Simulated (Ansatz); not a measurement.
The lowest singlet and triplet of S2 (SMILES S=S); geometries from B3LYP-D3(BJ)/def2-TZVP, each state relaxed from the structure named, with no frequency check, low spin by broken symmetry.
Singlet at the triplet's geometry (charge 0, multiplicity 1):
```xyz
2

S      0.000     0.000    -0.952
S      0.000     0.000     0.952
```

A positive gap puts the triplet lower; no zero-point energy. R- takes a restricted singlet, here one determinant of a half-filled degenerate or near-degenerate pair, which mixes singlet states. U- takes an unrestricted singlet (broken symmetry where lower, unprojected). The triplet is unrestricted in single-reference levels. Active spaces average the two states.

Frozen-core correlation.

Programs: Ansatz (a program for electronic structure) with Gaussian orbitals. Values without a source in brackets are computed.

```tsv
level	gap E(singlet) − E(triplet), vertical, at the triplet's geometry (kcal/mol)
R-SVWN5/def2-TZVPP	20.71
R-PBE/def2-TZVPP	22.76
U-B3LYP/def2-TZVPP (spin-contaminated)	4.89
U-BHLYP/def2-TZVPP (spin-contaminated)	5.42
U-wB97M-V/def2-TZVPP (spin-contaminated)	6.27
U-B2PLYP/def2-TZVPP (spin-contaminated)	5.69
R-CCSD/cc-pV(T+d)Z	19.50
R-CCSD(T)/cc-pV(T+d)Z	___
SA-CASSCF(12,8)/cc-pV(D+d)Z	___
```

**Question.** Fill in the missing entries.

**Answer.** 
- R-CCSD(T)/cc-pV(T+d)Z, gap E(singlet) − E(triplet), vertical, at the triplet's geometry (kcal/mol): 17.80
- SA-CASSCF(12,8)/cc-pV(D+d)Z, gap E(singlet) − E(triplet), vertical, at the triplet's geometry (kcal/mol): 14.55

Doubts at one or more of the structures used: a restricted determinant that unrestricted orbitals would lower (R-SVWN5/def2-TZVPP, R-PBE/def2-TZVPP, R-CCSD/cc-pV(T+d)Z, R-CCSD(T)/cc-pV(T+d)Z).
